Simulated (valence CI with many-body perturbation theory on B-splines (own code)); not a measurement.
# Questions on V8+

Method: configuration interaction combined with many-body perturbation theory (CI+MBPT): five valence electrons over a frozen Dirac-Fock core [Ne], a basis of 9 s, 9 p, 8 d, 6 f, 3 g, 1 h functions for each j, with the one-electron correlation potential Σ1, the two-electron term Σ2, the three-electron term Σ3, Breit, model QED; selected CI, second order for the rest, scaled by the run's own slope (own B-spline code, finite nucleus).

No measured levels were compared; by estimate levels of excited configurations hold to 0.05 to 0.15 % of their energy, terms of the ground configuration to about 0.5 %. Among the levels kept, up to 1700 cm⁻¹ of a level comes from second order outside the variational space, and about a tenth of that is noise between levels of different J, which matters for small intervals.

Rates and lifetimes use the calculated energies. Strong lines usually hold to 10 to 20 %, long lifetimes can be off by a factor of two.

What is the ground level?

3s²3p³ ⁴S°_3/2, composition 96 % 3s²3p³ ⁴S° + 2 % 3s3p³3d ⁴S°, g = 1.995.

Among levels below 53.678 eV, which E1 lines absorb most strongly from the ground level?

to 3s²3p²3d ⁴P_5/2 at 24.58 nm, f = 0.899; to 3s²3p²3d ⁴P_3/2 at 24.44 nm, f = 0.605; to 3s²3p²3d ⁴P_1/2 at 24.35 nm, f = 0.305.

How well does LS coupling describe the low levels?

Among the lowest 20 levels the leading LS term, summed over configurations, holds 94 % on average. For single configurations the figures are 82 % in LS and 57 % in jj coupling. Terms mix most in the J = 7/2 level at 43.572 eV, where the leading one holds 52 %.

Name the longest-lived excited levels whose lifetime is computed, and their main decay.

3s²3p³ ²D°_5/2 at 4.532 eV lives 4.29 s, mostly by M1 to 3s²3p³ ⁴S°_3/2; 3s²3p³ ²D°_3/2 at 4.332 eV lives 172 ms, mostly by M1 to 3s²3p³ ⁴S°_3/2; 3s²3p³ ²P°_1/2 at 7.358 eV lives 18.8 ms, mostly by M1 to 3s²3p³ ⁴S°_3/2.

Where does the other parity begin?

At 3s3p⁴ ⁴P_5/2, 26.537 eV.
